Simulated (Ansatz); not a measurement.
Isolated molecules relaxed with PBE0-D4/def2-TZVP in Ansatz; ΔE leaves out vibrations. CCSD(T)/CBS adds triple-zeta CCSD(T) − MP2 to the extrapolated MP2 energy (def2 sets, frozen cores). Functionals use def2-TZVPP. One conformer a species, not always the lowest.

Reaction (isomerisation): `N=C(N)O[SiH3]` → `N[Si]1(O)CN1`

```json
{"level": "r2SCAN-D4", "ΔE (kJ/mol)": "-79.8"}
{"level": "ωB97M-V", "ΔE (kJ/mol)": "-87.4"}
{"level": "B2PLYP", "ΔE (kJ/mol)": "-77.6"}
{"level": "r2SCAN", "ΔE (kJ/mol)": "-79.8"}
{"level": "MP2/def2-TZVPP", "ΔE (kJ/mol)": "-98.1"}
{"level": "SCS-MP2/def2-TZVPP", "ΔE (kJ/mol)": "-85.8"}
{"level": "CCSD/def2-TZVPP", "ΔE (kJ/mol)": "-84.8"}
{"level": "HF/def2-QZVPP", "ΔE (kJ/mol)": "-52.4"}
```

**Question.** What does CCSD(T)/CBS give? (Best estimate.)

**Answer.** Ansatz gave: -94.0 kJ/mol. The listed levels differ from it by 14.2, 6.6, 16.4, 14.2, -4.1, 8.2, 9.2, 41.6 kJ/mol.

Largest T1 diagnostic among the species: 0.013.

In def2-TZVPP, CCSD(T) changes the Hartree–Fock value by −32.7 kJ/mol (the triples alone add +1.2 kJ/mol) and MP2 by −47.2 kJ/mol. From PBE to PBE0 (25 % exact exchange), in def2-TZVPP and without D4, ΔE moves by −8.6 kJ/mol.
